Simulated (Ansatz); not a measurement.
Relaxation of CH4F4Zr (10 atoms, charge 0, multiplicity 1), to a largest force component of 0.03 eV/Å in at most 50 steps.

The calculation used RKS B3LYP-D4/def2-SVP in Ansatz.

```xyz
10
Properties=species:S:1:pos:R:3
Zr -0.785 0.611 -1.101
C 0.412 -1.093 0.198
F -1.070 -0.153 -2.816
F -2.443 0.935 -0.231
F 0.330 2.141 -1.254
H 1.081 0.430 1.887
F 0.704 1.225 2.133
H 1.496 -0.882 0.222
H 0.004 -1.128 1.223
H 0.272 -2.086 -0.261
```

Question: Where does it end, and by what steps?

Answer: The forces met the threshold. After 10 steps the energy has fallen by 0.589 eV; F7 moved furthest, 0.86 Å. Joined: Zr1–F7 (3.61 → 2.43 Å).

```
step  energy less start (eV)  largest force component (eV/Å)  accepted
   0                  0.0000                           1.155       yes
   1                 -0.1498                           1.505       yes
   2                 -0.2831                           1.171       yes
   3                 -0.3777                           0.926       yes
   4                 -0.4845                           0.457       yes
   5                 -0.5345                           0.660       yes
   6                 -0.5682                           0.863       yes
   7                 -0.5753                           0.176       yes
   8                 -0.5870                           0.166       yes
   9                 -0.5879                           0.091       yes
  10                 -0.5894                           0.025       yes
```

```xyz
10
Properties=species:S:1:pos:R:3
Zr -0.565 0.657 -0.749
C 0.480 -1.129 0.166
F -1.050 -0.113 -2.425
F -2.237 1.022 0.108
F 0.633 2.072 -1.229
H 0.520 0.560 1.803
F 0.216 1.368 1.440
H 1.581 -1.047 0.084
H 0.234 -1.370 1.220
H 0.189 -2.022 -0.417
```

Whether the end is a true minimum wasn't checked by a vibrational analysis.

Run time: 18 s on 2 threads of AMD EPYC 9R45 96-Core Processor (Zen 5), with other jobs on the host, peak memory 0.32 GiB.
